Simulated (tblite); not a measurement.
Input of a run (GFN2-xTB geometry optimisation, gas phase (tblite 0.8.0)), started from a force field or distance geometry:
```
{"job": {"kind": "relax", "xc": "GFN2-xTB", "basis": "xTB"}, "charge": 0, "multiplicity": 1}
C     -1.453100    -1.807000     0.228500
P     -0.528200    -0.309800    -0.345600
P     -1.728000     1.328200    -0.984500
C      0.895500     0.121200     0.747400
C      2.100600     0.578700    -0.051100
F      2.512000    -0.417900    -0.932900
F      1.730600     1.695900    -0.829200
F      3.127000     0.953000     0.781500
H     -0.807900    -2.686700     0.033700
H     -2.419000    -1.857800    -0.343000
H     -1.724500    -1.761000     1.316700
H     -1.730400     1.640600    -2.387700
H     -1.818600     2.464400    -0.099300
H      0.665500     0.862600     1.533200
H      1.174000    -0.796300     1.310300
```

Output (eV, eV/Å):
```
step      E/eV     max force
  0    -793.23741    3.717
  1    -793.82862    2.739
  2    -794.52999    2.288
  3    -794.79988    1.555
  4    -795.07634    0.973
  5    -795.15777    0.966
  6    -795.27356    0.766
  7    -795.33577    0.570
  8    -795.37827    0.466
  9    -795.40482    0.598
 10    -795.44006    0.694
 11    -795.47867    0.627
 12    -795.52167    0.567
 13    -795.55588    0.402
 14    -795.57800    0.319
 15    -795.59165    0.302
 16    -795.60355    0.315
 17    -795.61494    0.306
 18    -795.62606    0.310
 19    -795.63844    0.333
 20    -795.65256    0.469
 21    -795.66612    0.443
 22    -795.67612    0.252
 23    -795.68104    0.145
 24    -795.68339    0.113
 25    -795.68552    0.127
 26    -795.68797    0.176
 27    -795.69099    0.198
 28    -795.69435    0.139
 29    -795.69755    0.127
 30    -795.70045    0.143
 31    -795.70322    0.143
 32    -795.70569    0.138
 33    -795.70761    0.097
 34    -795.70899    0.081
 35    -795.71017    0.074
 36    -795.71142    0.088
 37    -795.71309    0.114
 38    -795.71522    0.124
 39    -795.71806    0.148
 40    -795.72183    0.187
 41    -795.72693    0.195
 42    -795.73324    0.237
 43    -795.74014    0.218
 44    -795.74633    0.183
 45    -795.74973    0.162
 46    -795.75201    0.298
 47    -795.75577    0.120
 48    -795.75780    0.094
 49    -795.76050    0.075
 50    -795.76144    0.084
 51    -795.76257    0.079
 52    -795.76433    0.090
 53    -795.76699    0.118
 54    -795.76941    0.131
 55    -795.77153    0.108
 56    -795.77424    0.143
 57    -795.77810    0.193
 58    -795.78379    0.229
 59    -795.78941    0.283
 60    -795.79720    0.178
 61    -795.79988    0.165
 62    -795.80509    0.131
 63    -795.80714    0.164
 64    -795.80918    0.189
 65    -795.81115    0.149
 66    -795.81373    0.148
 67    -795.81739    0.175
 68    -795.82048    0.232
 69    -795.82449    0.215
 70    -795.82627    0.376
 71    -795.82835    0.138
 72    -795.83025    0.099
 73    -795.83254    0.156
 74    -795.83403    0.151
 75    -795.83532    0.086
 76    -795.83687    0.061
 77    -795.83791    0.061
 78    -795.83877    0.088
 79    -795.83913    0.053
 80    -795.83939    0.039
 81    -795.83976    0.034
 82    -795.84005    0.031
 83    -795.84040    0.032
 84    -795.84057    0.031
 85    -795.84070    0.031
 86    -795.84081    0.024
 87    -795.84094    0.020
 88    -795.84106    0.028
 89    -795.84115    0.031
 90    -795.84126    0.032
 91    -795.84143    0.027
 92    -795.84168    0.031
 93    -795.84202    0.039
 94    -795.84242    0.052
 95    -795.84290    0.056
 96    -795.84347    0.050
 97    -795.84407    0.051
 98    -795.84463    0.047
 99    -795.84514    0.047
100    -795.84570    0.054
101    -795.84637    0.055
102    -795.84700    0.046
103    -795.84739    0.036
104    -795.84760    0.040
105    -795.84775    0.039
106    -795.84794    0.043
107    -795.84825    0.037
108    -795.84879    0.037
109    -795.84945    0.045
110    -795.84982    0.047
111    -795.85034    0.045
112    -795.85085    0.042
113    -795.85143    0.049
114    -795.85205    0.056
115    -795.85276    0.077
116    -795.83941    0.637
117    -795.85348    0.068
118    -795.85398    0.067
119    -795.85488    0.218
120    -795.85638    0.049
121    -795.85713    0.046
122    -795.85753    0.183
123    -795.85863    0.033
124    -795.85897    0.028
125    -795.85934    0.024
126    -795.85941    0.019
127    -795.85948    0.016
128    -795.85956    0.019
129    -795.85962    0.024
130    -795.85973    0.030
131    -795.85985    0.034
132    -795.86001    0.035
133    -795.86020    0.039
134    -795.86048    0.043
135    -795.86087    0.051
136    -795.86124    0.049
137    -795.86046    0.163
138    -795.86155    0.041
139    -795.86164    0.031
140    -795.86176    0.014
141    -795.86180    0.015
142    -795.86189    0.025
143    -795.86197    0.033
144    -795.86213    0.042
145    -795.86233    0.042
146    -795.86255    0.033
147    -795.86271    0.028
148    -795.86283    0.020
149    -795.86292    0.018
150    -795.86297    0.013
151    -795.86300    0.013
152    -795.86302    0.007
```

Task: Summarise the run.

Result: The energy falls by 2.626 eV over 152 L-BFGS steps, the largest force on an atom goes from 3.72 to 0.007 eV/Å, and the atoms move by 0.852 Å rms after alignment. The bond that changes most is C5–F7 (CF3 carbon to fluorine of a CF3 group), which shortens by 0.066 Å. Bonds longer at the end by more than 0.005 Å: 2 of 14; shorter: 11. Among the angles that change most is P2–P3–H12, from 117.5° to 90.9°. Among the dihedrals that turn most is C4–P2–P3–H13, from -30° to 98°. The energy rose by more than 1e-5 eV at steps 116 and 137. The first step brought 23 % of the lowering.

Task: What are the final bond lengths?

Result: C1–P2 1.853 Å, P2–P3 2.175 Å, P2–C4 1.880 Å, C4–C5 1.502 Å, C5–F6 1.341 Å, C5–F7 1.345 Å, C5–F8 1.344 Å, C1–H9 1.088 Å, C1–H10 1.088 Å, C1–H11 1.089 Å, P3–H12 1.396 Å, P3–H13 1.390 Å, C4–H14 1.092 Å, C4–H15 1.093 Å. Numbering counts from 1 in the input's order; the species is `CP(P)CC(F)(F)F`.

Its GFN2-xTB frequencies are all real (lowest 24 cm⁻¹). The numbers are those of one conformer. 3 starts were optimised and ended at 0.00, 0.00 and 0.57 kcal/mol (GFN2-xTB); the lowest of these is shown.

These are computed values.
